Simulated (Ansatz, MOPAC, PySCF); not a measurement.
Species: GaH₂ (charge +1, singlet). SMILES: [GaH2+]
Geometry: optimised at B3LYP-D3(BJ)/def2-TZVP (Ansatz, an electronic-structure program).

Property: vertical electron affinity to the doublet, in eV. Terms: open shells spin-unrestricted; dispersion terms only where a functional's name holds one; LANL2DZ with its own core potentials from Na on; 6-31G* and kin with 6d, 5d where marked; frozen cores in correlated levels (noble-gas shells and the d and f shells of earlier blocks); non-relativistic; each state is the SCF solution reached for its charge and spin; no spin-orbit coupling. Ab initio and DFT rows: single points at B3LYP-D3(BJ) geometries (Ansatz). Semi-empirical rows: differences of heats of formation at the shared geometry for vertical values. The spin state of an ion or metal species was assumed, not searched.

| level | program | vertical electron affinity to the doublet (eV) |
|---|---|---|
| AM1 | MOPAC | 8.13 |
| PM3 | MOPAC | 8.39 |
| MNDO | MOPAC | 8.24 |
| HF/6-31G* | Ansatz | 5.64 |
| HF/6-31G* with LANL2DZ past Ar | Ansatz | 5.80 |
| PBE/6-31G* | Ansatz | 6.31 |
| PBE/6-31G* with LANL2DZ past Ar | Ansatz | 6.46 |
| B3LYP/3-21G | Ansatz | 6.09 |
| B3LYP/6-31G* | Ansatz | 6.30 |
| B3LYP/6-31G* with LANL2DZ past Ar | Ansatz | 6.37 |
| M06-2X/6-31G* with LANL2DZ past Ar (5d) | PySCF | 6.06 |
| MP2/6-31G* | Ansatz | 5.83 |
| MP2/6-31G* with LANL2DZ past Ar | Ansatz | 5.80 |
| PBE/def2-TZVPD | Ansatz | 6.26 |
| PBE0/def2-TZVPD | Ansatz | 6.23 |
| wB97M-V/def2-TZVPD | Ansatz | 6.09 |

No value to compare with is used here. The 13 habitual levels span 5.64 (HF/6-31G*) to 8.39 eV (PM3); wB97M-V/def2-TZVPD gives 6.09.

The levels are drawn from those run, B3LYP/6-31G* more often than the rest, none by its result; left out are runs that failed, that the program found above a lower state of the same kind, or whose <S^2> lies over 0.5 above the pure value.
